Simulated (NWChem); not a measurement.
All runs are NWChem calculations. System: CdS, charge 0, spin multiplicity 1, at a geometry optimised with PBE0/def2-SVP with def2 effective core potentials on Cd. The structure started from a generated list of species. Level: RHF/def2-TZVP with def2 effective core potentials on Cd.

Output (cleaned and shortened):

```
             Northwest Computational Chemistry Package (NWChem) 7.3.0
             --------------------------------------------------------

                                NWChem Input Module
                                -------------------

 Scaling coordinates for geometry "geometry" by  1.889725989
 (inverse scale =  0.529177249)

 Turning off AUTOSYM since
 SYMMETRY directive was detected!

                             Geometry "geometry" -> ""
                             -------------------------

 Output coordinates in angstroms (scale by  1.889725989 to convert to a.u.)

  No.       Tag          Charge          X              Y              Z
 ---- ---------------- ---------- -------------- -------------- --------------
    1 Cd                  48.0000     0.00000000     0.00000000     0.56144700
    2 S                   16.0000     0.00000000     0.00000000    -1.68434200

 Effective nuclear repulsion energy (a.u.)     180.9645194770

            Nuclear Dipole moment (a.u.)
            ----------------------------
        X                 Y               Z
 ---------------- ---------------- ----------------
     0.0000000000     0.0000000000    -0.0000302356

      Symmetry information
      --------------------

 Group name             C2v
 Group number             16
 Group order               4
 No. of unique centers     2

      Symmetry unique atoms

     1    2


 Summary of "ao basis" -> "" (spherical)
 ------------------------------------------------------------------------------
       Tag                 Description            Shells   Functions and Types
 ---------------- ------------------------------  ------  ---------------------
 *                         def2-tzvp                  on all atoms

 Summary of "ao basis" -> "ao basis" (spherical)
 ------------------------------------------------------------------------------
       Tag                 Description            Shells   Functions and Types
 ---------------- ------------------------------  ------  ---------------------
 Cd                        def2-tzvp                14       40   6s4p3d1f
 S                         def2-tzvp                13       37   5s5p2d1f

                                 NWChem SCF Module
                                 -----------------

  ao basis        = "ao basis"
  functions       =    77
  atoms           =     2
  closed shells   =    18
  open shells     =     0
  charge          =   0.00
  wavefunction    = RHF
  use symmetry    = T
  symmetry adapt  = T

 Summary of "ao basis" -> "ao basis" (spherical)
 ------------------------------------------------------------------------------
       Tag                 Description            Shells   Functions and Types
 ---------------- ------------------------------  ------  ---------------------
 Cd                        def2-tzvp                14       40   6s4p3d1f
 S                         def2-tzvp                13       37   5s5p2d1f

      Symmetry analysis of basis
      --------------------------

        a1         34
        a2          7
        b1         18
        b2         18

 Forming initial guess at       0.0s

      Superposition of Atomic Density Guess
      -------------------------------------

 Sum of atomic energies:        -589.39439767

      Non-variational initial energy
      ------------------------------

 Total energy =    -564.458053
 1-e energy   =    -997.236857
 2-e energy   =     357.376921
 HOMO         =      -0.305382
 LUMO         =      -0.139193

      Symmetry analysis of molecular orbitals - initial
      -------------------------------------------------

 !! scf_movecs_sym_adapt:   50 vectors were symmetry contaminated

  Symmetry fudging

 !! scf_movecs_sym_adapt:   42 vectors were symmetry contaminated

  Numbering of irreducible representations:

     1 a1          2 a2          3 b1          4 b2

  Orbital symmetries:

     1 a1          2 a1          3 a1          4 b2          5 b1
     6 a1          7 a1          8 b1          9 b2         10 a1
    11 b2         12 b1         13 a1         14 a2         15 a1
    16 a1         17 b2         18 b1         19 a1         20 b1
    21 b2         22 a1         23 a1         24 b1         25 b2
    26 a1         27 a1         28 b1

 Starting SCF solution at       0.5s

 ----------------------------------------------
         Quadratically convergent ROHF

 Convergence threshold     :          1.000E-07
 Maximum no. of iterations :          100
 Final Fock-matrix accuracy:          1.000E-09
 ----------------------------------------------

              iter       energy          gnorm     gmax       time
             ----- ------------------- --------- --------- --------
                 1     -564.2893705033  8.80D-01  2.86D-01      0.5
                 2     -564.3583199167  1.85D-01  6.37D-02      0.5
                 3     -564.3618293103  7.88D-03  3.08D-03      0.6
                 4     -564.3618434778  3.56D-05  1.10D-05      0.6
                 5     -564.3618434779  6.78D-09  1.81D-09      0.7

       Final RHF  results
       ------------------

         Total SCF energy =   -564.361843477890
      One-electron energy =   -997.672728909870
      Two-electron energy =    357.909002316556
 Nuclear repulsion energy =     75.401883115423

        Time for solution =      0.2s

       Symmetry analysis of molecular orbitals - final
       -----------------------------------------------

  Numbering of irreducible representations:

     1 a1          2 a2          3 b1          4 b2

  Orbital symmetries:

     1 a1          2 a1          3 a1          4 b2          5 b1
     6 a1          7 a1          8 b2          9 b1         10 a1
    11 b2         12 b1         13 a1         14 a2         15 a1
    16 a1         17 b2         18 b1         19 a1         20 b2
    21 b1         22 a1         23 a1         24 b2         25 b1
    26 a1         27 a1         28 b2

             Final eigenvalues
             -----------------

              1
    1  -91.8949
    2   -8.8973
    3   -6.5783
    4   -6.5760
    5   -6.5760
    6   -4.8786
    7   -3.2482
    8   -3.2441
    9   -3.2441
   10   -0.8662
   11   -0.7990
   12   -0.7990
   13   -0.7924
   14   -0.7924
   15   -0.7582
   16   -0.3569
   17   -0.3128
   18   -0.3128
   19   -0.0524
   20    0.0545
   21    0.0545
   22    0.1378
   23    0.1991
   24    0.3147
   25    0.3147
   26    0.3766
   27    0.4596
   28    0.5032

                       ROHF Final Molecular Orbital Analysis
                       -------------------------------------

 Vector   16  Occ=2.000000D+00  E=-3.568541D-01  Symmetry=a1
              MO Center=  3.9D-16, -1.1D-15, -6.7D-01, r^2= 3.2D+00
   Bfn.  Coefficient  Atom+Function         Bfn.  Coefficient  Atom+Function
  ----- ------------  ---------------      ----- ------------  ---------------
     5      0.541609  1 Cd s                 57      0.338591  2 S  pz
     3     -0.317537  1 Cd s                 60      0.228677  2 S  pz
     6      0.197626  1 Cd s                  4     -0.194981  1 Cd s
     2      0.185810  1 Cd s                 44     -0.171608  2 S  s
    45     -0.153463  2 S  s

 Vector   17  Occ=2.000000D+00  E=-3.128132D-01  Symmetry=b2
              MO Center=  4.0D-29, -2.1D-15, -1.5D+00, r^2= 1.9D+00
   Bfn.  Coefficient  Atom+Function         Bfn.  Coefficient  Atom+Function
  ----- ------------  ---------------      ----- ------------  ---------------
    56      0.485816  2 S  py                59      0.394366  2 S  py
    53      0.221705  2 S  py                47     -0.176038  2 S  py

 Vector   18  Occ=2.000000D+00  E=-3.128132D-01  Symmetry=b1
              MO Center=  1.6D-16,  1.1D-31, -1.5D+00, r^2= 1.9D+00
   Bfn.  Coefficient  Atom+Function         Bfn.  Coefficient  Atom+Function
  ----- ------------  ---------------      ----- ------------  ---------------
    55      0.485816  2 S  px                58      0.394366  2 S  px
    52      0.221705  2 S  px                46     -0.176038  2 S  px

 Vector   19  Occ=0.000000D+00  E=-5.236020D-02  Symmetry=a1
              MO Center= -2.4D-15, -6.8D-15,  8.4D-01, r^2= 5.2D+00
   Bfn.  Coefficient  Atom+Function         Bfn.  Coefficient  Atom+Function
  ----- ------------  ---------------      ----- ------------  ---------------
     6      0.653795  1 Cd s                 18      0.393510  1 Cd pz
    60     -0.313937  2 S  pz                57     -0.266788  2 S  pz
     9     -0.165319  1 Cd pz                15      0.163604  1 Cd pz
     5      0.155390  1 Cd s

 Vector   20  Occ=0.000000D+00  E= 5.454713D-02  Symmetry=b2
              MO Center=  9.9D-30, -2.4D-15,  6.7D-01, r^2= 6.6D+00
   Bfn.  Coefficient  Atom+Function         Bfn.  Coefficient  Atom+Function
  ----- ------------  ---------------      ----- ------------  ---------------
    17      1.007537  1 Cd py                59     -0.378301  2 S  py

 Vector   21  Occ=0.000000D+00  E= 5.454713D-02  Symmetry=b1
              MO Center=  1.2D-15,  9.6D-31,  6.7D-01, r^2= 6.6D+00
   Bfn.  Coefficient  Atom+Function         Bfn.  Coefficient  Atom+Function
  ----- ------------  ---------------      ----- ------------  ---------------
    16      1.007537  1 Cd px                58     -0.378301  2 S  px

 center of mass
 --------------
 x =   0.00000000 y =   0.00000000 z =   0.13082523

 moments of inertia (a.u.)
 ------------------
         449.635832671404           0.000000000000           0.000000000000
           0.000000000000         449.635832671404           0.000000000000
           0.000000000000           0.000000000000           0.000000000000

  Mulliken analysis of the total density
  --------------------------------------

    Atom       Charge   Shell Charges
 -----------   ------   -------------------------------------------------------
    1 Cd  20    19.31   0.04 -0.43  1.60  0.79  0.76  0.25  5.18  0.81  0.18  0.15  6.00  3.28  0.71  0.00
    2 S   16    16.69   2.01  0.49  1.48  1.06  0.91  4.18  1.70  0.84  2.28  1.72  0.01  0.03  0.00

       Multipole analysis of the density wrt the origin
       ------------------------------------------------

     L   x y z        total         open         nuclear
     -   - - -        -----         ----         -------
     0   0 0 0     -0.000000      0.000000     36.000000

     1   1 0 0     -0.000000      0.000000      0.000000
     1   0 1 0      0.000000      0.000000      0.000000
     1   0 0 1      2.986483      0.000000    -29.707498

     2   2 0 0    -26.047157      0.000000      0.000000
     2   1 1 0      0.000000      0.000000      0.000000
     2   1 0 1      0.000000      0.000000      0.000000
     2   0 2 0    -26.047157      0.000000      0.000000
     2   0 1 1     -0.000000      0.000000      0.000000
     2   0 0 2    -26.011458      0.000000    184.611820

 Task  times  cpu:        0.7s     wall:        0.7s

 Total times  cpu:        0.7s     wall:        0.7s
```

Task: Write an NWChem input that would produce this output.

Result: This is not unique; one that fits is 
```
start mol
memory heap 200 mb stack 900 mb global 1100 mb
geometry units angstroms nocenter noautoz
  Cd     0.000000     0.000000     0.561447
  S      0.000000     0.000000    -1.684342
  symmetry group C2v
end
basis spherical
  * library def2-tzvp
end
ecp
  Cd library def2-ecp
end
scf
  rhf
  nopen 0
  maxiter 100
  thresh 1e-7
  semidirect memsize 60000000 filesize 0
end
task scf energy
```
